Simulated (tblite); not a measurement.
C6H10AlFS.
Numbering: `[CH3:1][C:2]#[C:3]/[CH:4]=[CH:5]/[S@+:6]([CH3:7])[AlH2-:8][F:9]` (hydrogens: H10, H11, H12 on C1; H13 on C4; H14 on C5; H15, H16, H17 on C7; H18, H19 on Al8)
Bond orders are those of one Lewis drawing.

Computed with GFN2-xTB (tblite), gas phase: L-BFGS steps from a force-field or distance-geometry start until the largest atomic force falls under 0.01 eV/Å.

Step 96: E = -735.3217 eV
```
atom  x, y, z in Å  |  force x, y, z in eV/Å
C1      4.2886   -1.0916   -0.0284    0.018   0.031   0.008
C2      2.9444   -0.5838    0.1140    0.011  -0.024   0.047
C3      1.8230   -0.1708    0.2629    0.020  -0.005  -0.055
C4      0.5206    0.3284    0.4533    0.031   0.002   0.016
C5     -0.2827    0.6320   -0.5668   -0.011   0.032   0.027
S6     -1.9029    1.3116   -0.4805   -0.051  -0.007   0.022
C7     -2.4283    1.0526    1.2412    0.016   0.000   0.010
Al8    -2.8462   -0.8243   -1.3407    0.019   0.049  -0.042
F9     -2.1181   -1.8154   -0.2285   -0.032  -0.016   0.008
H10     4.3138   -1.8795   -0.7818   -0.006   0.005   0.049
H11     4.6448   -1.4834    0.9247   -0.045  -0.060  -0.024
H12     4.9621   -0.2922   -0.3364   -0.024   0.044  -0.051
H13     0.2239    0.4524    1.4873   -0.060   0.016  -0.047
H14     0.0283    0.5297   -1.5974    0.037  -0.017   0.036
H15    -3.5150    1.1165    1.2387    0.054  -0.004  -0.011
H16    -2.1187    0.0692    1.5875   -0.015   0.010  -0.054
H17    -2.0130    1.8368    1.8682    0.011  -0.016  -0.015
H18    -4.3153   -0.4081   -1.0708    0.055  -0.043   0.006
H19    -2.2193   -0.7558   -2.7541   -0.027   0.004   0.069
```

Step 97: E = -735.3242 eV
```
atom  x, y, z in Å  |  force x, y, z in eV/Å
C1      4.2855   -1.0930   -0.0270    0.000   0.057   0.007
C2      2.9379   -0.5921    0.1163    0.008  -0.018   0.051
C3      1.8162   -0.1780    0.2630    0.018  -0.003  -0.063
C4      0.5152    0.3276    0.4495    0.048   0.025   0.039
C5     -0.2901    0.6282   -0.5700   -0.018   0.041   0.030
S6     -1.9060    1.3206   -0.4800   -0.028  -0.010   0.012
C7     -2.4276    1.0539    1.2404    0.010  -0.009   0.017
Al8    -2.8295   -0.8214   -1.3394    0.012   0.011  -0.018
F9     -2.1035   -1.8108   -0.2224   -0.026  -0.005  -0.020
H10     4.3134   -1.8790   -0.7826    0.001   0.010   0.063
H11     4.6461   -1.4834    0.9259   -0.055  -0.051  -0.051
H12     4.9517   -0.2865   -0.3360   -0.034   0.011  -0.038
H13     0.2219    0.4720    1.4822   -0.052  -0.010  -0.046
H14     0.0160    0.5164   -1.6004    0.041  -0.025   0.011
H15    -3.5119    1.1422    1.2477    0.032   0.008  -0.021
H16    -2.1413    0.0582    1.5704    0.002   0.001  -0.037
H17    -1.9905    1.8192    1.8750    0.017  -0.007  -0.005
H18    -4.3023   -0.4318   -1.0659    0.031  -0.023   0.009
H19    -2.2110   -0.7378   -2.7542   -0.008  -0.003   0.058
```

Step 98: E = -735.3258 eV
```
atom  x, y, z in Å  |  force x, y, z in eV/Å
C1      4.2759   -1.0953   -0.0265   -0.011   0.052  -0.001
C2      2.9275   -0.5952    0.1133    0.006  -0.012   0.060
C3      1.8067   -0.1793    0.2619    0.010   0.013  -0.053
C4      0.5081    0.3332    0.4487    0.021   0.033   0.015
C5     -0.2996    0.6294   -0.5709    0.004   0.031   0.033
S6     -1.9150    1.3250   -0.4788   -0.003  -0.006   0.012
C7     -2.4256    1.0614    1.2448   -0.029  -0.011   0.072
Al8    -2.8047   -0.8282   -1.3441   -0.008  -0.009   0.001
F9     -2.0654   -1.8181   -0.2361   -0.014   0.000  -0.027
H10     4.3066   -1.8823   -0.7809   -0.001   0.008   0.057
H11     4.6336   -1.4859    0.9274   -0.049  -0.041  -0.052
H12     4.9416   -0.2883   -0.3357   -0.034   0.005  -0.028
H13     0.2149    0.4897    1.4797   -0.029  -0.025  -0.046
H14     0.0047    0.5072   -1.6013    0.028  -0.017   0.018
H15    -3.5083    1.1874    1.2666    0.113   0.006  -0.024
H16    -2.1716    0.0501    1.5596   -0.004   0.060  -0.037
H17    -1.9536    1.8064    1.8832   -0.024  -0.073  -0.056
H18    -4.2829   -0.4782   -1.0558    0.018  -0.005   0.010
H19    -2.2027   -0.7146   -2.7627    0.008  -0.008   0.046
```

**Question.** Estimate the geometry and energy of step 99. (The exact step hangs on the optimiser's Hessian estimate; all steps are aligned on step 98, rigid shifts and turns removed.)

**Answer.** E = -735.3265 eV, largest force 0.115 eV/Å
```
atom  x, y, z in Å  |  force x, y, z in eV/Å
C1      4.2659   -1.1013   -0.0299   -0.024   0.023  -0.004
C2      2.9184   -0.6003    0.1123    0.002  -0.003   0.052
C3      1.7988   -0.1808    0.2597   -0.012   0.039  -0.022
C4      0.5023    0.3366    0.4502    0.000   0.027  -0.025
C5     -0.3012    0.6459   -0.5688    0.011   0.013   0.013
S6     -1.9198    1.3359   -0.4802    0.034  -0.006  -0.015
C7     -2.4298    1.0700    1.2416    0.007  -0.044  -0.038
Al8    -2.7744   -0.8331   -1.3399   -0.041  -0.058   0.060
F9     -2.0280   -1.8238   -0.2359    0.004   0.026  -0.048
H10     4.2949   -1.8899   -0.7821   -0.009   0.002   0.025
H11     4.6205   -1.4981    0.9224   -0.023  -0.005  -0.041
H12     4.9310   -0.2953   -0.3431   -0.028  -0.007   0.001
H13     0.1993    0.4852    1.4776    0.000  -0.033   0.024
H14     0.0129    0.5307   -1.5964    0.008  -0.006  -0.022
H15    -3.5063    1.1943    1.2646   -0.097   0.052  -0.032
H16    -2.1834    0.0607    1.5528    0.061  -0.086   0.005
H17    -1.9602    1.8093    1.8785    0.069   0.053   0.056
H18    -4.2560   -0.5262   -1.0299    0.002   0.023   0.003
H19    -2.1947   -0.6954   -2.7612    0.036  -0.009   0.007
```

The energy changes by -0.0007 eV. The first-order estimate −F·Δx gives -0.0042 eV and the mean of the old and new forces, exact on a quadratic surface, -0.0007 eV. The step makes an angle of 81° with the force vector and moves no atom by more than 0.061 Å.

The cost below is that of the whole relaxation. On an Arm Neoverse N1 with one thread (shared host), this took 2.8 s.
